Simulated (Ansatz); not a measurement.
The first iterations of a band of ClH3OSn (6 atoms, charge 0, multiplicity 1).

The calculation used RKS BLYP/def2-SVP in Ansatz 0.2.0.

```
movable images  : 7
climbing image  : yes
spring          : 5.0 eV/Å²
optimiser       : quadratic models (default)
start path      : through a guess of the saddle point
force threshold : 0.03 eV/Å
iteration limit : 60
end points      : relaxed
```

First end point:

```xyz
6
Properties=species:S:1:pos:R:3
Sn 0.312 -0.093 -0.010
Cl 0.485 0.089 2.376
H 1.873 0.120 -0.709
O -0.719 1.493 -0.701
H -1.618 1.520 -0.313
H -0.525 -1.580 -0.323
```

Last end point:

```xyz
6
Properties=species:S:1:pos:R:3
Sn -0.153 -0.433 -1.088
Cl 1.618 -0.149 1.651
H 2.538 0.571 1.075
O -1.046 1.411 -0.989
H -1.817 1.397 -0.386
H -1.332 -1.249 0.058
```

| iteration | highest image above the first end (eV) | largest band force component (eV/Å) |
| --- | --- | --- |
| 1 | 2.606 | 5.571 |
| 2 | 1.717 | 2.174 |
| 3 | 1.670 | 0.883 |
| 4 | 1.566 | 3.709 |

Q: Does the band converge within its limit, and where does its top end?

A: It converged. It ended after 13 iterations with the highest image 1.539 eV above the first end. A vibrational analysis at the climbing image gives one clearly imaginary mode, 831i cm⁻¹: a first-order saddle point. The orbitals stay closed-shell, which can raise the energy where a bond breaks towards radicals; this wasn't checked here.

The run took 3 min on 1 thread of Arm Neoverse V1 (shared host), peak memory 0.12 GiB.
